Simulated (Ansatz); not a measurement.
Ansatz (a program for electronic structure) input (CCSD(T)/aug-cc-pV(D+d)Z):
A basis named .json is the Basis Set Exchange file of that set.

Ansatz 0.2 input:
```yaml
crystal:
  periodic: [false, false, false]
  atoms:
    - {symbol: Si, position_ang: [-0.05111433, 0.12438469, -0.30691107]}
    - {symbol: Cl, position_ang: [0.26799333, -0.65215117, 1.60914030]}
    - {symbol: C, position_ang: [-1.74437946, -0.43282051, -0.85958295]}
    - {symbol: C, position_ang: [1.28757340, -0.55661887, -1.41471068]}
    - {symbol: C, position_ang: [0.04825695, 1.98362745, -0.17880033]}
    - {symbol: H, position_ang: [-2.51735814, -0.06724577, -0.18156284]}
    - {symbol: H, position_ang: [-1.80770204, -1.52183897, -0.88926854]}
    - {symbol: H, position_ang: [-1.96240052, -0.05202084, -1.86088700]}
    - {symbol: H, position_ang: [1.25018116, -1.64669610, -1.44914392]}
    - {symbol: H, position_ang: [2.27667875, -0.26299219, -1.05931488]}
    - {symbol: H, position_ang: [1.16661346, -0.17978233, -2.43378589]}
    - {symbol: H, position_ang: [-0.11237691, 2.44178424, -1.15831067]}
    - {symbol: H, position_ang: [-0.70939046, 2.36986851, 0.50504207]}
    - {symbol: H, position_ang: [1.02676322, 2.29897922, 0.18716541]}
basis:
  gaussian:
    orbitals: aug-cc-pV_D+d_Z.json
magnetization: {spin_polarized: true, initial_magnetization: 2}
correlation: {method: ccsd_t, electrons: outside_noble_gas}
```

Output:

```
Functional definition: HF
integrals: 2.03 GiB planned
2115 factors; integrals over basis functions are off by at most 1.2e-3 eV
1.25 GiB of device memory are held for the factors and their scratch space
mean field: 1.73 GiB planned
mean field evaluation 1: about -23588.2997 eV, gradient 3.2e1 eV
mean field evaluation 2: about -23588.3300 eV, gradient 3.2e1 eV
mean field evaluation 4: about -23594.8070 eV, gradient 3.9e0 eV
mean field evaluation 8: about -23595.0586 eV, gradient 6.0e-1 eV
mean field evaluation 16: about -23595.4452 eV, gradient 5.4e-1 eV
mean field evaluation 32: about -23595.4572 eV, gradient 6.7e-1 eV
mean field evaluation 64: about -23595.0567 eV, gradient 7.1e-1 eV
mean field evaluation 96: about -23595.0631 eV, gradient 5.8e-4 eV
mean field evaluation 128: about -23595.2710 eV, gradient 1.5e-1 eV
mean field evaluation 160: about -23595.4536 eV, gradient 1.8e-1 eV
mean field evaluation 192: about -23595.4636 eV, gradient 2.1e-6 eV
mean field evaluation 224: about -23595.2718 eV, gradient 2.5e-6 eV
mean field evaluation 256: about -23595.4104 eV, gradient 2.4e-1 eV
mean field evaluation 288: about -23595.2718 eV, gradient 3.1e-5 eV
mean field evaluation 320: about -23595.4605 eV, gradient 2.4e-3 eV
mean field evaluation 352: about -23594.9820 eV, gradient 2.6e0 eV
mean field evaluation 384: about -23595.4104 eV, gradient 2.3e-1 eV
mean field evaluation 416: about -23587.9965 eV, gradient 2.7e1 eV
mean field evaluation 448: about -23594.7426 eV, gradient 1.8e0 eV
mean field evaluation 480: about -23595.4605 eV, gradient 7.9e-4 eV
mean field evaluation 512: about -23595.3257 eV, gradient 1.0e0 eV
mean field evaluation 544: about -23595.2717 eV, gradient 4.7e-2 eV
mean field evaluation 576: about -23595.3509 eV, gradient 8.0e-1 eV
mean field evaluation 608: about -23595.2717 eV, gradient 2.8e-2 eV
mean field evaluation 640: about -23594.5756 eV, gradient 6.1e-3 eV
mean field evaluation 672: about -23594.4317 eV, gradient 7.9e-1 eV
mean field evaluation 704: about -23594.3226 eV, gradient 6.2e-1 eV
mean field evaluation 736: about -23594.5899 eV, gradient 1.1e-1 eV
mean field evaluation 768: about -23593.4935 eV, gradient 5.8e-2 eV
mean field evaluation 800: about -23594.5683 eV, gradient 6.0e-3 eV
mean field evaluation 832: about -23594.6259 eV, gradient 4.0e-2 eV
mean field evaluation 864: about -23593.8084 eV, gradient 4.9e-1 eV
mean field evaluation 896: about -23593.7547 eV, gradient 8.5e-1 eV
mean field evaluation 928: about -23593.8677 eV, gradient 9.5e-1 eV
mean field evaluation 960: about -23593.6563 eV, gradient 2.9e-2 eV
mean field evaluation 992: about -23594.5683 eV, gradient 2.8e-4 eV
mean field evaluation 1024: about -23593.3926 eV, gradient 7.9e-1 eV
mean field evaluation 1056: about -23592.8597 eV, gradient 4.1e-2 eV
mean field evaluation 1088: about -23593.6562 eV, gradient 1.1e-1 eV
mean field evaluation 1120: about -23594.6358 eV, gradient 1.9e0 eV
mean field evaluation 1152: about -23594.4502 eV, gradient 9.7e-1 eV
mean field evaluation 1184: about -23594.3776 eV, gradient 3.0e-1 eV
mean field evaluation 1216: about -23594.3939 eV, gradient 9.8e-3 eV
mean field evaluation 1248: about -23594.3278 eV, gradient 2.9e-1 eV
mean field evaluation 1280: about -23595.0775 eV, gradient 6.4e-1 eV
mean field evaluation 1312: about -23594.1364 eV, gradient 5.1e0 eV
mean field evaluation 1344: about -23594.4091 eV, gradient 6.5e-3 eV
mean field evaluation 1376: about -23592.8900 eV, gradient 1.4e1 eV
mean field evaluation 1408: about -23595.4636 eV, gradient 2.5e-3 eV
mean field evaluation 1440: about -23594.6584 eV, gradient 1.8e-3 eV
mean field evaluation 1472: about -23592.5751 eV, gradient 1.6e1 eV
mean field evaluation 1504: about -23595.0631 eV, gradient 7.4e-4 eV
mean field evaluation 1536: about -23595.4636 eV, gradient 2.7e-4 eV
mean field evaluation 1568: about -23593.4713 eV, gradient 3.2e-1 eV
mean field evaluation 1600: about -23593.5014 eV, gradient 2.1e-1 eV
mean field evaluation 1632: about -23591.5609 eV, gradient 1.6e1 eV
mean field evaluation 1664: about -23595.4636 eV, gradient 2.5e-3 eV
mean field evaluation 1696: about -23595.1874 eV, gradient 5.4e-1 eV
mean field evaluation 1728: about -23594.1106 eV, gradient 5.5e0 eV
mean field evaluation 1760: about -23594.5683 eV, gradient 1.4e-3 eV
mean field evaluation 1792: about -23595.1147 eV, gradient 1.1e0 eV
mean field evaluation 1824: about -23593.9049 eV, gradient 9.2e-2 eV
mean field evaluation 1856: about -23591.7007 eV, gradient 1.7e1 eV
mean field evaluation 1888: about -23595.4604 eV, gradient 9.0e-6 eV
mean field evaluation 1920: about -23593.6564 eV, gradient 6.7e-4 eV
mean field -23595.46364881 eV, -867.1172955140 hartree, gradient 2.7e-6 eV, S^2 2.013048; 36 other end points of the search recorded, 0 dependent functions left out
determinant -23595.46364881 eV, -867.1172955140 hartree, with singles and doubles -23616.57469972 eV, -867.8931123255 hartree
determinant -23595.46048950 eV, -867.1171794115 hartree, with singles and doubles -23616.51594334 eV, -867.8909530684 hartree
determinant -23595.46040442 eV, -867.1171762849 hartree, with singles and doubles -23616.51592749 eV, -867.8909524859 hartree
determinant -23595.27181284 eV, -867.1102456722 hartree, with singles and doubles -23616.57324016 eV, -867.8930586877 hartree
determinant -23595.13081598 eV, -867.1050641333 hartree, with singles and doubles -23616.62069095 eV, -867.8948024721 hartree
determinant -23595.06306957 eV, -867.1025744984 hartree, with singles and doubles -23616.61375348 eV, -867.8945475246 hartree
determinant -23594.65839650 eV, -867.0877030376 hartree, with singles and doubles -23615.60620048 eV, -867.8575206350 hartree
determinant -23594.62741620 eV, -867.0865645326 hartree, with singles and doubles -23615.68235334 eV, -867.8603192009 hartree
determinant -23594.57563947 eV, -867.0846617727 hartree, with singles and doubles -23615.53898081 eV, -867.8550503574 hartree
determinant -23594.57043096 eV, -867.0844703635 hartree, with singles and doubles -23615.79695197 eV, -867.8645306227 hartree
determinant -23594.56832857 eV, -867.0843931020 hartree, with singles and doubles -23615.61839344 eV, -867.8579687178 hartree
determinant -23594.47661984 eV, -867.0810228683 hartree, with singles and doubles -23615.62090451 eV, -867.8580609979 hartree
determinant -23594.42355431 eV, -867.0790727463 hartree, with singles and doubles -23615.75134005 eV, -867.8628544158 hartree
determinant -23594.40908114 eV, -867.0785408670 hartree, with singles and doubles -23615.82152130 eV, -867.8654335292 hartree
determinant -23594.39393010 eV, -867.0779840766 hartree, with singles and doubles -23615.68968455 eV, -867.8605886179 hartree
determinant -23594.36341592 eV, -867.0768627011 hartree, with singles and doubles -23615.75036031 eV, -867.8628184110 hartree
determinant -23594.32644529 eV, -867.0755040555 hartree, with singles and doubles -23615.72565738 eV, -867.8619105948 hartree
determinant -23593.74515941 eV, -867.0541421935 hartree, with singles and doubles -23615.13517947 eV, -867.8402109320 hartree
determinant -23593.65643784 eV, -867.0508817360 hartree, with singles and doubles -23614.97736803 eV, -867.8344114684 hartree
determinant -23593.49404513 eV, -867.0449139139 hartree, with singles and doubles -23615.29498458 eV, -867.8460836613 hartree
determinant -23592.85984954 eV, -867.0216076559 hartree, with singles and doubles -23614.47994433 eV, -867.8161314845 hartree
determinant -23595.46364881 eV, -867.1172955140 hartree, with singles and doubles -23616.57374554 eV, -867.8930772598 hartree
determinant -23595.46048950 eV, -867.1171794115 hartree, with singles and doubles -23616.49993580 eV, -867.8903648019 hartree
determinant -23595.46040442 eV, -867.1171762849 hartree, with singles and doubles -23616.49973558 eV, -867.8903574441 hartree
determinant -23595.27181284 eV, -867.1102456722 hartree, with singles and doubles -23616.57106621 eV, -867.8929787966 hartree
determinant -23595.13081598 eV, -867.1050641333 hartree, with singles and doubles -23616.60597288 eV, -867.8942615927 hartree
determinant -23595.46364881 eV, -867.1172955140 hartree, with singles and doubles -23616.61551304 eV, -867.8946121871 hartree
determinant -23595.46048950 eV, -867.1171794115 hartree, with singles and doubles -23616.57129758 eV, -867.8929872992 hartree
determinant -23595.46040442 eV, -867.1171762849 hartree, with singles and doubles -23616.57081305 eV, -867.8929694931 hartree
determinant -23595.27181284 eV, -867.1102456722 hartree, with singles and doubles -23616.60594354 eV, -867.8942605148 hartree
determinant -23595.13081598 eV, -867.1050641333 hartree, with singles and doubles -23616.63544154 eV, -867.8953445461 hartree
determinant -23595.06306957 eV, -867.1025744984 hartree, with singles and doubles -23616.62660119 eV, -867.8950196694 hartree
13 core orbitals not correlated
reference -23595.06306957 eV, -867.1025744984 hartree; 17, 15 occupied and 184, 186 virtual orbitals, 2115 factors
second order -19.62707899 eV of doubles, -0.00000000 eV of singles
coupled cluster: 11.81 GiB planned
coupled cluster: 23.95 GiB planned
cycle   1  -20.68606601 eV  change    -2.1e0 eV  update   1.2e-1
cycle   2  -21.24208062 eV  change   -5.6e-1 eV  update   5.3e-2
cycle   3  -21.58322527 eV  change   -3.4e-1 eV  update   3.5e-2
cycle   4  -21.57669770 eV  change    6.5e-3 eV  update   1.6e-2
cycle   5  -21.55068067 eV  change    2.6e-2 eV  update   9.6e-3
cycle   6  -21.56035150 eV  change   -9.7e-3 eV  update   5.2e-3
cycle   7  -21.56252967 eV  change   -2.2e-3 eV  update   3.3e-3
cycle   8  -21.56191135 eV  change    6.2e-4 eV  update   2.2e-3
cycle   9  -21.56353683 eV  change   -1.6e-3 eV  update   1.4e-3
cycle  10  -21.56354256 eV  change   -5.7e-6 eV  update   8.3e-4
cycle  11  -21.56371648 eV  change   -1.7e-4 eV  update   5.2e-4
cycle  12  -21.56358571 eV  change    1.3e-4 eV  update   3.0e-4
cycle  13  -21.56363275 eV  change   -4.7e-5 eV  update   1.3e-4
cycle  14  -21.56353430 eV  change    9.8e-5 eV  update   6.2e-5
cycle  15  -21.56351068 eV  change    2.4e-5 eV  update   3.9e-5
cycle  16  -21.56350984 eV  change    8.4e-7 eV  update   2.8e-5
cycle  17  -21.56353056 eV  change   -2.1e-5 eV  update   2.2e-5
cycle  18  -21.56354112 eV  change   -1.1e-5 eV  update   1.7e-5
perturbative correction -0.87373611 eV, -0.0321092098 hartree
WARN: these amplitudes may be one of several solutions (largest doubles amplitude 0.06, level shift 1.83 eV)
Total energy: -23617.50034680 eV, -867.9271292282 hartree
```

This state (charge 0, triplet) is run at the relaxed geometry of the species with charge 0 and multiplicity 1, and is a spin state other than that species' own.

The program attaches cautions to this result: other roots.
